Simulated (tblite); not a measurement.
Compound: C₅H₁₀FPS.
SMILES with atom numbers: `[CH3:1][C@@H:2]1[C@H:3]([F:4])[CH2:5][P@@:6]1([CH3:7])=[S:8]` (hydrogens: H9, H10, H11 on C1; H12 on C2; H13 on C3; H14, H15 on C5; H16, H17, H18 on C7)

Computed geometry: GFN2-xTB, gas phase.

(1) What internal coordinates does the optimisation give?

Results:

(1) 
```
                  bond  length (Å)   order
                 C1–C2       1.515  single
                 C2–C3       1.542  single
                 C3–F4       1.376  single
                 C3–C5       1.535  single
                 C5–P6       1.872  single
                 P6–C7       1.831  single
                 P6=S8       1.933  double
                 C2–P6       1.883  single
 C1–H9, C1–H10, C1–H11       1.088  single
                C2–H12       1.096  single
                C3–H13       1.094  single
                C5–H14       1.089  single
                C5–H15       1.088  single
C7–H16, C7–H17, C7–H18       1.089  single
```

Bonds in one row agree within 0.01 Å and their mean is given. Orders are formal, as drawn. A selection of angles:
```
     angle  degrees
  C2–C1–H9    109.9
 C2–C1–H11    110.9
 H9–C1–H10    108.7
H10–C1–H11    108.3
  C1–C2–C3    117.8
  C1–C2–P6    121.2
 C1–C2–H12    110.5
  C3–C2–P6     89.8
 C3–C2–H12    108.7
 P6–C2–H12    106.8
  C2–C3–F4    110.9
  C2–C3–C5     98.4
 C2–C3–H13    115.7
  F4–C3–C5    109.7
 F4–C3–H13    106.0
 C5–C3–H13    116.0
  C3–C5–P6     90.4
 C3–C5–H14    112.2
 C3–C5–H15    114.1
 P6–C5–H14    111.4
 P6–C5–H15    117.9
H14–C5–H15    109.7
  C5–P6–C7    105.8
  C5–P6–S8    121.8
  C7–P6–S8    116.5
  C2–P6–C5     76.7
  C2–P6–C7    107.1
  C2–P6–S8    121.9
 P6–C7–H16    111.0
 P6–C7–H17    107.7
H16–C7–H17    110.4
H16–C7–H18    110.6
```

Dihedral angles: C1–C2–C3–F4 -29° (synperiplanar); C2–C3–C5–P6 18° (synperiplanar); C3–C5–P6–C7 89° (synclinal); C1–C2–P6–C5 138° (anticlinal).

P6 (phosphorus bonded to 3 C and S) has angles from 76.7° to 121.9°. The 4-membered ring C2–C3–C5–P6 has internal angles of 76.7° to 98.4° (sum 355°, against 360° for a flat polygon); it is puckered, 0.12 Å rms from its mean plane, widest ring torsion 18°. The 3 C–C bonds span 1.515 Å (C1–C2, drawn single) to 1.542 Å (C2–C3, drawn single), a spread of 0.027 Å. The C–P distances run from 1.831 Å (P6–C7, drawn single) to 1.883 Å (C2–P6, drawn single), a spread of 0.052 Å. Of the pairs four or more bonds apart, F4···H11 is among the closest relative to their van der Waals radii: 2.50 Å, 93 % of the sum of Bondi's values.

Point group: C1 (no symmetry element, even within 0.4 Å). Its GFN2-xTB frequencies are all real (lowest 82 cm⁻¹). One conformer, not necessarily the lowest.
